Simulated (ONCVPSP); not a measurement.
**Configuration tests for As (Z = 33) (ONCV)**

ONCVPSP 4.0.1 input, shortened (lines: element, Z, core and valence counts, functional; n l f; lmax; l rc ep ncon nbas qcut; lloc lpopt rc5 dvloc0; l nproj debl; icmod fcfact rcfact), LDA (Perdew-Zunger), scalar-relativistic:

```
  As 33.00    3    5        3      upf
    1    0    2.00
    2    0    2.00
    2    1    6.00
    3    0    2.00
    3    1    6.00
    3    2   10.00
    4    0    2.00
    4    1    3.00
    2
    0    0.95    0.00    5    9   16.40
    1    0.95    0.00    4    7   16.80
    2    1.00    0.00    4    8   17.50
    4    5    0.60    0.00
    0    2    3.80
    1    2    1.40
    2    2    2.00
    0    0.00    0.00
```

Energies are relative to the spin-unpolarised reference configuration 3s2 3p6 3d10 4s2 4p3; without spin polarisation the order of configurations can differ from experiment.

| valence configuration | charge | ΔE all-electron (eV) | error AE − PS (meV) |
| --- | --- | --- | --- |
| 3s2 3p6 3d10 4s2 4p2 | +1 | 9.325 | -0.5 |
| 3s2 3p6 3d10 4s2 4p1 | +2 | 27.488 | -1.9 |

(1) What are ΔE and the potential's error for 3s2 3p6 3d10 4s1 4p0?

(2) What are ΔE and the potential's error for 3s2 3p6 3d10 4s2 4p0?

Levels in the configuration 3s2 3p6 3d10 4s1 4p0:

```
level  all-electron (eV)  pseudo (eV)
   3s           -239.917     -239.931
   3p           -183.790     -183.800
   3d            -90.973      -90.999
   4s            -57.444      -57.442
```

## Answers

(1) ΔE = 106.641 eV all-electron; the error (AE − PS) is -8.0 meV.

(2) ΔE = 55.528 eV all-electron; the error (AE − PS) is -4.2 meV.
